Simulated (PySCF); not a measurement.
# Reading a saddle point

A first-order saddle point of GaH$_{2}$F, closed shell, PBE0-D4/def2-TZVP, with one imaginary mode of 1320i cm⁻¹:

```xyz
4
angstrom
Ga -0.5399 0.4019 0.1014
F 0.9799 -0.8274 -0.4990
H 0.0005 -0.3846 -1.2339
H -0.4405 0.8101 1.6316
```

Program: PySCF 2.14 with density fitting (its default auxiliary sets; JK sets also for MP2 and CCSD(T)). Basis: def2-TZVPP and def2-QZVPP. Cores are frozen in the correlated methods. Filled d shells of the heavier atoms are correlated. The def2 sets are not built for correlating such inner shells, so the correlated values are less sure here. Extrapolation: Hartree–Fock as exp(−7.88 √X), correlation as X^−2.97.

(1) Which contacts change along the imaginary mode, and what lies on either side? (A judgement: the text doesn't fix the answer.)

(2) Which side is lower, and how far does the saddle lie above each? (Judge from chemistry; the value comes from the calculation.)

T1 diagnostic: at most 0.019. The restricted Hartree–Fock reference is unstable towards an unrestricted one at one or more of these structures.

## Answers

(1) The calculation gives: The step is GaH₂F ([F][GaH2]) → GaH + HF, with the molecules in contact on both sides. Shortening one way: F2–H3; lengthening the same way: Ga1–F2, Ga1–H3.
```tsv
pair	one side (Å)	saddle (Å)	other side (Å)
F2–H3	2.78	1.30	0.94
Ga1–F2	1.76	2.04	3.33
Ga1–H3	1.56	1.64	2.39
```

(2) Computed: The side with Ga1–F2, Ga1–H3 short is lower by 141.7 kJ/mol; the saddle lies 247.7 kJ/mol above it and 106.0 kJ/mol above the other (CCSD(T) at an estimated basis limit (MP2 extrapolated from triple and quadruple zeta, plus CCSD(T) − MP2 in triple zeta); electronic energies).

Labels in which every atom is bracketed show which atoms are joined, not bond orders.

For scale, one of the runs: CCSD(T)/def2-TZVPP, 107 basis functions, launched by `OMP_NUM_THREADS=4 python run.py`. Hardware: 4 CPU threads of an Arm Neoverse V1, shared host. Wall time about 49 s.
